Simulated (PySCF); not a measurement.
# Electronic structure of Rh⁺ (rhodium, charge +1) at the M06-L level

Configuration: [Kr] 4d8, high-spin 3F determinant. All numbers are calculated (PySCF 2.14, a scalar-relativistic core potential, in def2-TZVP with the def2 core potential (28 electrons)).

```json
{
  "Total energy": "-110.2773 hartree",
  "One-electron energy": "-189.2137 hartree",
  "Hartree (Coulomb) energy": "90.2765 hartree",
  "Exchange-correlation energy": "-11.3401 hartree",
  "⟨S²⟩": "2.0035",
  "⟨L²⟩": "12.014",
  "Sum of ⟨r⟩": "20.93 bohr",
  "Sum of ⟨r²⟩": "33.09 bohr²",
  "Time after the integrals": "1.1 s of wall time on 1 thread of Neoverse-N1 (shared host)"
}
```

```json
{"shell": "4s α", "electrons": "1", "mean orbital energy (hartree)": "-3.45681", "spread (hartree)": "0", "rms radius, mean of both spins (bohr)": "1.05"}
{"shell": "4s β", "electrons": "1", "mean orbital energy (hartree)": "-3.39138", "spread (hartree)": "0", "rms radius, mean of both spins (bohr)": "1.05"}
{"shell": "4p α", "electrons": "3", "mean orbital energy (hartree)": "-2.23378", "spread (hartree)": "0", "rms radius, mean of both spins (bohr)": "1.16"}
{"shell": "4p β", "electrons": "3", "mean orbital energy (hartree)": "-2.15907", "spread (hartree)": "0", "rms radius, mean of both spins (bohr)": "1.16"}
{"shell": "4d α", "electrons": "5", "mean orbital energy (hartree)": "-0.51327", "spread (hartree)": "0.02500", "rms radius, mean of both spins (bohr)": "1.69"}
{"shell": "4d β", "electrons": "3", "mean orbital energy (hartree)": "-0.46759", "spread (hartree)": "0", "rms radius, mean of both spins (bohr)": "1.69"}
```

Energies and moments cover only the electrons outside the core potential.
